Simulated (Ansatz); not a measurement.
Consider the redistribution: `[NH2][GeH2][CH]=O` + `BCC(F)Cl` → `O=[CH][GeH2][Cl]` + `BCC(N)F`.

Calculated with Ansatz (gas phase, PBE0-D4/def2-TZVP geometries, no zero-point term in ΔE). CBS: MP2 limit from def2 TZ/QZ plus the TZ coupled-cluster correction, frozen cores. DFT in def2-TZVPP. B3LYP here is the variant with VWN-RPA as its local correlation; programs differ in this. For Ge outer-core shells are correlated without core-valence functions, which leaves a few kJ/mol of doubt a bond. Scalar relativity is left out up to krypton. Each species was taken in one conformer, which may not be the lowest.

(1) Is it downhill or uphill in electronic energy at CCSD(T)/CBS, and by how much? (An estimate is asked.)

(2) What do these levels give: PBE-D4, r2SCAN-D4, PBE, B3LYP, MP2/def2-TZVPP, MP2/def2-QZVPP? (Best estimate.)

Largest T1 diagnostic among the species: 0.013.

Results:

(1) The calculation gave: Downhill: ΔE = -0.96 eV.

(2) Computed: PBE-D4 -1.00, r2SCAN-D4 -1.02, PBE -1.00, B3LYP -1.03, MP2/def2-TZVPP -0.96, MP2/def2-QZVPP -0.96 eV.

From PBE to PBE0 (25 % exact exchange), in def2-TZVPP and without D4, ΔE moves by −0.03 eV. In def2-TZVPP, CCSD(T) changes the Hartree–Fock value by +0.14 eV (the triples alone add +0.02 eV) and MP2 by +0.14 eV.
